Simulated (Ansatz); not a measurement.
The cluster Si2B2. The state is a singlet with charge 0. Geometry B3LYP-D4/def2-TZVP.

Cartesian coordinates in Å:
```
B 0.503 0.130 -0.545
B -0.506 -0.127 0.543
Si -1.764 -0.451 1.896
Si 1.767 0.448 -1.894
```

Another isomer (singlet) lies 1.52 eV lower at PBE0-D4/def2-TZVP; other spin states weren't run for this one.

(1) Estimate the orbital energies around the gap (eV) in Ansatz with PBE-D4/def2-TZVP, r2SCAN-D4/def2-TZVP, r2SCANh-D4/def2-TZVP, PBE0-D4/def2-TZVP, ωB97X-V/def2-TZVP.

## Answers

(1) 
```json
{"orbital": "HOMO−9", "PBE-D4/def2-TZVP": "-95.14", "r2SCAN-D4/def2-TZVP": "-97.35", "r2SCANh-D4/def2-TZVP": "-99.34", "PBE0-D4/def2-TZVP": "-100.74", "ωB97X-V/def2-TZVP": "-102.77"}
{"orbital": "HOMO−8", "PBE-D4/def2-TZVP": "-94.84", "r2SCAN-D4/def2-TZVP": "-97.07", "r2SCANh-D4/def2-TZVP": "-99.08", "PBE0-D4/def2-TZVP": "-100.49", "ωB97X-V/def2-TZVP": "-102.53"}
{"orbital": "HOMO−7", "PBE-D4/def2-TZVP": "-94.84", "r2SCAN-D4/def2-TZVP": "-97.07", "r2SCANh-D4/def2-TZVP": "-99.08", "PBE0-D4/def2-TZVP": "-100.49", "ωB97X-V/def2-TZVP": "-102.53"}
{"orbital": "HOMO−6", "PBE-D4/def2-TZVP": "-13.04", "r2SCAN-D4/def2-TZVP": "-13.71", "r2SCANh-D4/def2-TZVP": "-14.34", "PBE0-D4/def2-TZVP": "-14.89", "ωB97X-V/def2-TZVP": "-17.77"}
{"orbital": "HOMO−5", "PBE-D4/def2-TZVP": "-12.30", "r2SCAN-D4/def2-TZVP": "-12.82", "r2SCANh-D4/def2-TZVP": "-13.40", "PBE0-D4/def2-TZVP": "-13.97", "ωB97X-V/def2-TZVP": "-16.69"}
{"orbital": "HOMO−4", "PBE-D4/def2-TZVP": "-10.13", "r2SCAN-D4/def2-TZVP": "-10.56", "r2SCANh-D4/def2-TZVP": "-11.08", "PBE0-D4/def2-TZVP": "-11.61", "ωB97X-V/def2-TZVP": "-14.09"}
{"orbital": "HOMO−3", "PBE-D4/def2-TZVP": "-6.69", "r2SCAN-D4/def2-TZVP": "-6.93", "r2SCANh-D4/def2-TZVP": "-7.36", "PBE0-D4/def2-TZVP": "-7.86", "ωB97X-V/def2-TZVP": "-10.22"}
{"orbital": "HOMO−2", "PBE-D4/def2-TZVP": "-5.88", "r2SCAN-D4/def2-TZVP": "-6.10", "r2SCANh-D4/def2-TZVP": "-6.51", "PBE0-D4/def2-TZVP": "-7.01", "ωB97X-V/def2-TZVP": "-9.30"}
{"orbital": "HOMO−1", "PBE-D4/def2-TZVP": "-5.72", "r2SCAN-D4/def2-TZVP": "-5.87", "r2SCANh-D4/def2-TZVP": "-6.08", "PBE0-D4/def2-TZVP": "-6.28", "ωB97X-V/def2-TZVP": "-7.90"}
{"orbital": "HOMO", "PBE-D4/def2-TZVP": "-5.72", "r2SCAN-D4/def2-TZVP": "-5.87", "r2SCANh-D4/def2-TZVP": "-6.08", "PBE0-D4/def2-TZVP": "-6.28", "ωB97X-V/def2-TZVP": "-7.90"}
{"orbital": "LUMO", "PBE-D4/def2-TZVP": "-4.59", "r2SCAN-D4/def2-TZVP": "-4.63", "r2SCANh-D4/def2-TZVP": "-4.41", "PBE0-D4/def2-TZVP": "-4.03", "ωB97X-V/def2-TZVP": "-2.26"}
{"orbital": "LUMO+1", "PBE-D4/def2-TZVP": "-4.59", "r2SCAN-D4/def2-TZVP": "-4.63", "r2SCANh-D4/def2-TZVP": "-4.41", "PBE0-D4/def2-TZVP": "-4.03", "ωB97X-V/def2-TZVP": "-2.26"}
{"orbital": "LUMO+2", "PBE-D4/def2-TZVP": "-2.54", "r2SCAN-D4/def2-TZVP": "-2.41", "r2SCANh-D4/def2-TZVP": "-2.10", "PBE0-D4/def2-TZVP": "-1.70", "ωB97X-V/def2-TZVP": "0.38"}
{"orbital": "LUMO+3", "PBE-D4/def2-TZVP": "-2.54", "r2SCAN-D4/def2-TZVP": "-2.41", "r2SCANh-D4/def2-TZVP": "-2.10", "PBE0-D4/def2-TZVP": "-1.70", "ωB97X-V/def2-TZVP": "0.38"}
{"orbital": "LUMO+4", "PBE-D4/def2-TZVP": "0.62", "r2SCAN-D4/def2-TZVP": "1.00", "r2SCANh-D4/def2-TZVP": "1.35", "PBE0-D4/def2-TZVP": "1.19", "ωB97X-V/def2-TZVP": "2.65"}
{"orbital": "LUMO+5", "PBE-D4/def2-TZVP": "0.62", "r2SCAN-D4/def2-TZVP": "1.00", "r2SCANh-D4/def2-TZVP": "1.35", "PBE0-D4/def2-TZVP": "1.62", "ωB97X-V/def2-TZVP": "3.28"}
```
